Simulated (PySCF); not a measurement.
## Working out the excitation energy of Tc

Tc [Kr] 4d5 5s2 (6S) → Tc [Kr] 4d7 (4F). Calculation: PySCF 2.14, in def2-TZVPPD with the def2 core potential (28 electrons) (6s4p3d2f1g, 56 functions); a scalar-relativistic core potential. Frozen: 4s2 4p6. Energies in hartree (1 hartree = 27.21139 eV):

```csv
part,Tc (lower),Tc (upper)
UHF,-80.112718,-79.972608
CCSD correlation,-0.131191,-0.164006
(T),-0.004945,-0.008603
```

Problem. What does Hartree-Fock give?

Solution. (-79.972608) − (-80.112718) = 0.140110 hartree = 3.813 eV.

Problem. What do CCSD and CCSD(T) give?

Solution. The CCSD correlation energies differ by -0.032815 hartree = -0.893 eV and the triples by -0.003658 hartree = -0.100 eV, so CCSD gives 2.920 eV and CCSD(T) 2.820 eV.
